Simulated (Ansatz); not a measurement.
C3H6BClO (`BC(C)(Cl)C=O`), charge 0, multiplicity 1.

Give a relaxed structure at PBE0-D4/def2-TZVP (Ansatz). (An estimate is asked.)

Ansatz gave: 
```xyz
12

B    -0.926   -0.471   -1.165
C     0.062    0.083   -0.073
C     0.784   -0.805    0.888
Cl    0.957    0.257   -1.696
C    -0.249    1.463    0.411
O    -0.299    1.740    1.577
H    -0.938   -1.647   -1.357
H    -1.733    0.263   -1.647
H     0.984   -1.780    0.445
H     0.133   -0.943    1.756
H     1.713   -0.358    1.244
H    -0.488    2.197   -0.383
```
This is one stationary point; other conformers may exist.
